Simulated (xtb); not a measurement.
C$_{2}$H$_{4}$, charge +1, doublet, at a GFN2-xTB geometry (a state made from the parent by changing its charge; the spin is typed, not shown lowest), atoms displaced at random by about 0.02 Å a coordinate; GFN1-xTB (xtb).

The xtb input:
```
$ xtb mol.xyz --gfn 1 --chrg 1 --uhf 1 --opt --json

# file mol.xyz
6

C     -0.04151702    -0.01946176     0.61424338
C      0.03019555     0.04364720    -0.64163691
H      0.19572923     0.81542460     1.28896948
H     -0.26891074    -0.90965401     1.29513415
H     -0.17608902     0.91468123    -1.31483653
H      0.24120359    -0.84543611    -1.27875781
```

The log (banner, timings and long lists left out):

```
   ID    Z sym.   atoms
    1    6 C      1, 2
    2    1 H      3-6

           -------------------------------------------------
          |                Calculation Setup                |
           -------------------------------------------------

           -------------------------------------------------
          |                 G F N 1 - x T B                 |
           -------------------------------------------------

          ...................................................
          :                      SETUP                      :
          :.................................................:
          :  # basis functions                  16          :
          :  # atomic orbitals                  16          :
          :  # shells                           12          :
          :  # electrons                        11          :
          :  # halogen bonds                     0          :
          :  max. iterations                   250          :
          :  Hamiltonian                  GFN1-xTB          :
          :  restarted?                      false          :
          :  GBSA solvation                  false          :
          :  PC potential                    false          :
          :  electronic temp.          300.0000000     K    :
          :  accuracy                    1.0000000          :
          :  -> integral cutoff          0.2500000E+02      :
          :  -> integral neglect         0.1000000E-07      :
          :  -> SCF convergence          0.1000000E-05 Eh   :
          :  -> wf. convergence          0.2000000E-04 e    :
          :  Broyden damping             0.4000000          :
          :  net charge                          1          :
          :  unpaired electrons                  1          :
          ...................................................

 iter      E             dE          RMSdq      gap      omega  full diag
   1     -5.8510841 -0.585108E+01  0.670E+00    5.04       0.0  T
   2     -5.8621471 -0.110630E-01  0.416E+00    4.87       1.0  T
   3     -5.8621408  0.630589E-05  0.450E-01    4.81       1.0  T
   4     -5.8623543 -0.213506E-03  0.562E-03    4.84       7.3  T
   5     -5.8623544 -0.788665E-07  0.129E-03    4.84      31.6  T
   6     -5.8623544 -0.574659E-08  0.438E-04    4.84      93.2  T
   7     -5.8623544 -0.783700E-09  0.181E-05    4.84    2250.8  T
   8     -5.8623544 -0.752287E-12  0.105E-06    4.84   38858.5  T

[...]
         :: total energy              -5.735693007215 Eh    ::
 * total energy  :    -5.7356930 Eh     change       -0.1953993E-13 Eh
 * total energy  :    -5.7432663 Eh     change       -0.7573257E-02 Eh
 * total energy  :    -5.7447817 Eh     change       -0.1515469E-02 Eh
 * total energy  :    -5.7449967 Eh     change       -0.2149339E-03 Eh
 * total energy  :    -5.7450872 Eh     change       -0.9049434E-04 Eh
 * total energy  :    -5.7450988 Eh     change       -0.1167234E-04 Eh
 * total energy  :    -5.7451036 Eh     change       -0.4811645E-05 Eh
   *** GEOMETRY OPTIMIZATION CONVERGED AFTER 7 ITERATIONS ***
         :: total energy              -5.745103645605 Eh    ::
[...]
         8                         -0.3860338             -10.5045
         9                         -0.3805923             -10.3564
        10                         -0.3469913              -9.4421
        11                         -0.3189358              -8.6787
        12                         -0.0723209              -1.9680
        13                         -0.0261261              -0.7109
        14                          0.0517594               1.4084
        15                          0.1416299               3.8539
        16                          0.2180788               5.9342
      -------------------------------------------------------------
                  HL-Gap            0.1437688 Eh            3.9121 eV
             Fermi-level           -0.7094236 Eh          -19.3044 eV

  Mulliken/CM5 charges         n(s)   n(p)   n(d)
     1C     0.13411  0.03225   1.132  2.734  0.000
     2C     0.13413  0.03231   1.132  2.734  0.000
     3H     0.18296  0.23392   0.817  0.000  0.000
     4H     0.18290  0.23381   0.817  0.000  0.000
     5H     0.18294  0.23386   0.817  0.000  0.000
     6H     0.18296  0.23386   0.817  0.000  0.000

Wiberg/Mayer (AO) data.
largest (>0.10) Wiberg bond orders for each atom

 ---------------------------------------------------------------------------
     #   Z sym  total        # sym  WBO       # sym  WBO       # sym  WBO
 ---------------------------------------------------------------------------
     1   6 C    3.695 --     2 C    1.799     4 H    0.903     3 H    0.903
     2   6 C    3.695 --     1 C    1.799     5 H    0.904     6 H    0.903
     3   1 H    0.965 --     1 C    0.903
     4   1 H    0.965 --     1 C    0.903
     5   1 H    0.965 --     2 C    0.904
     6   1 H    0.965 --     2 C    0.903
 ---------------------------------------------------------------------------

Topologies differ in total number of bonds
Writing topology from bond orders to xtbtopo.mol

 dipole moment from electron density (au)
     X       Y       Z
  -0.0054  -0.0008  -0.0116  total (Debye):    0.033

optimized geometry written to: xtbopt.xyz

           -------------------------------------------------
          | TOTAL ENERGY               -5.745103645605 Eh   |
          | GRADIENT NORM               0.000761453287 Eh/α |
          | HOMO-LUMO GAP               3.912147968039 eV   |
           -------------------------------------------------

normal termination of xtb
```
